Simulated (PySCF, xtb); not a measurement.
C2H5BO3. Atoms are numbered in the order given.

```xyz
11

C      1.0612    -1.7781     0.0000
B     -0.1399    -0.7825     0.0000
O     -1.4261    -1.1749     0.0000
C      0.0120     0.8349     0.0000
O     -0.9696     1.5538     0.0000
O      1.2600     1.3303     0.0000
H      0.7483    -2.8323     0.0000
H      1.7056    -1.5931    -0.8777
H      1.7056    -1.5931     0.8777
H     -2.0007    -0.3861     0.0000
H      1.1873     2.3032     0.0000
```
Charge 0, spin multiplicity 1.

The structure is a stationary point at B3LYP-D3(BJ)/def2-SVP. This is a generated structure with no PubChem entry under its InChIKey; it may be hypothetical. Other conformers were not sampled.

Computed with C-PCM-PBE0/def2-SVP (PySCF 2.14.0).

The values are the electrostatic part of the solvation free energy, E(continuum) − E(gas) at the gas-phase geometry, in a cavity of scaled van der Waals radii (PySCF's table); cavitation and dispersion terms are not included. In vacuum the orbital gap is 6.60 eV. The dipole moment in vacuum is 1.36 D.

| solvent | ε | ΔG(elec) (kcal/mol) | dipole (D) | gap (eV) |
|---|---|---|---|---|
| water | 78.36 | -6.8 | 1.71 | 6.64 |
| 2-propanol | 19.26 | -6.5 | 1.70 | 6.64 |
| ethanol | 24.85 | -6.6 | 1.70 | 6.64 |

For comparison, GFN2-xTB/ALPB(water) (xtb, at the GFN2-xTB geometry, all terms of that model) gives -9.3 kcal/mol.
